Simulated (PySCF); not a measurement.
These are B3LYP-D3(BJ)/def2-TZVP // PBE-D3(BJ)/def2-SVP run with PySCF 2.14.0 values and carry that method's errors. Gas-phase values, no solvent. B3LYP has the VWN-RPA correlation part, as in Gaussian. 

Reference species: [Fe(NH3)4]2+ (excited triplet) (charge +2, multiplicity 3).

```json
{
 "charge on the central atom (Mulliken)": "0.64 e",
 "mean_distance_from_the_central_atom_to_its_bonded_neighbours": "2.023 Å",
 "highest_occupied_spin_orbital": "-15.24 eV",
 "coordination_number": "4"
}
```

Changed species: [Ni(NH3)4]2+ (excited triplet) (M = Ni, multiplicity 3; the reference has M = Fe, multiplicity 3).

Give the shifts of the charge on the central atom (Mulliken), mean distance from the central atom to its bonded neighbours, highest occupied spin orbital and coordination number.

the charge on the central atom (Mulliken) hardly moves; the mean distance from the central atom to its bonded neighbours increases by 0.026 Å, to 2.049 Å; the highest occupied spin orbital drops by 1.73 eV, to -16.97 eV; the coordination number is nearly the same.
